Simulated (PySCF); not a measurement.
## IO⁻ at B2PLYP

Computed with B2PLYP; basis I def2-SVPD with ECP28, O def2-SVPD; scalar-relativistic core potentials; PySCF 2.14.

* state: ¹Σ⁺ (singlet), closed shell
* bond length: 1.993 Å
* harmonic wavenumber: 583 cm⁻¹
* force constant: 2.84 mdyn/Å
* rotational constant Be: 0.2989 cm⁻¹
* anharmonicity ωexe: 3.16 cm⁻¹
* vibration–rotation constant αe: 0.00218 cm⁻¹
* well depth De to I⁻ + O: 33.7 kcal/mol
* dissociation energy D0: 32.9 kcal/mol
* HOMO–LUMO gap: 5.98 eV
* bond order (Mayer): 0.84
* dipole moment (positive dipole points towards O; it is taken about the centre of mass and depends on that origin): -4.32 D

Correlated steps freeze 5 core orbitals. These are scalar-relativistic numbers at best; spin–orbit coupling would shift them, the dissociation energy most. For an ion De counts to the pair picked by the measured ionisation energies or electron affinities, which need not be the lowest pair at this level. B2PLYP dipoles, levels and charges come from its SCF part alone.
